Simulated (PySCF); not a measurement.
# Radial density of K+ (potassium, charge +1)

UHF, [Ar], closed-shell 1S. Calculation: PySCF 2.14, in x2c-SVPall (5s3p2d, 24 functions); scalar relativity by spin-free X2C-1e.

```json
{"r (bohr)": "0.00137", "4πr²ρ (e/bohr)": "0.1198"}
{"r (bohr)": "0.00231", "4πr²ρ (e/bohr)": "0.3279"}
{"r (bohr)": "0.00389", "4πr²ρ (e/bohr)": "0.8576"}
{"r (bohr)": "0.00654", "4πr²ρ (e/bohr)": "2.096"}
{"r (bohr)": "0.0110", "4πr²ρ (e/bohr)": "4.862"}
{"r (bohr)": "0.0185", "4πr²ρ (e/bohr)": "10.09"}
{"r (bohr)": "0.0311", "4πr²ρ (e/bohr)": "17.45"}
{"r (bohr)": "0.0523", "4πr²ρ (e/bohr)": "22.21"}
{"r (bohr)": "0.0881", "4πr²ρ (e/bohr)": "18.77"}
{"r (bohr)": "0.148", "4πr²ρ (e/bohr)": "16.17"}
{"r (bohr)": "0.249", "4πr²ρ (e/bohr)": "22.67"}
{"r (bohr)": "0.419", "4πr²ρ (e/bohr)": "15.24"}
{"r (bohr)": "0.705", "4πr²ρ (e/bohr)": "5.096"}
{"r (bohr)": "1.19", "4πr²ρ (e/bohr)": "6.680"}
{"r (bohr)": "1.99", "4πr²ρ (e/bohr)": "2.343"}
{"r (bohr)": "3.35", "4πr²ρ (e/bohr)": "0.1270"}
{"r (bohr)": "5.64", "4πr²ρ (e/bohr)": "0.0001270"}
```

Densities and radii are taken from the X2C orbitals without a picture-change correction, which distorts them close to the nucleus.
